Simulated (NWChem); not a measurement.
# CH$_{3}$BrOSi, singlet; SMILES CO[Si]Br

```xyz
7

Si     1.2166    -0.6098    -0.0006
Br    -0.1633     1.2306     0.0006
O      0.1485    -1.8599    -0.0001
C     -1.2411    -2.0660     0.0016
H     -1.7909    -1.1110    -0.0021
H     -1.5221    -2.6500    -0.8882
H     -1.5213    -2.6423     0.8967
```
Atoms are numbered in this order, from 1.

Computed with NWChem. Geometry optimised at PBE0/def2-SVP; all other runs use it. Low-valent species are run as closed-shell singlets; no triplet was tried in these runs. This build's default masses of Se (78.918 u) and Br (79.917 u) are each other's, which moves their modes by up to 0.6 %.

```csv
quantity,level,value
"vertical ionisation energy, ΔSCF (eV)",PBE/def2-SVP,[?]
"vertical, lowest state with f > 0.02, singlet (eV)","PBE/def2-SVPD, TDA",4.95
solvation free energy (kcal/mol) in n-hexane,"PBE0/def2-SVP, SMD",[?]
"anisotropy (bohr³), static",PBE/def2-SVPD,26.8
dipole (D),PBE0/def2-SVP,1.92
highest harmonic frequency (cm⁻¹),PBE0/def2-SVP,[?]
```

Problem. Some entries are withheld; supply them.

Solution. 
- vertical ionisation energy, ΔSCF (eV), value: 9.29
- solvation free energy (kcal/mol) in n-hexane, value: -3.3
- highest harmonic frequency (cm⁻¹), value: 3153
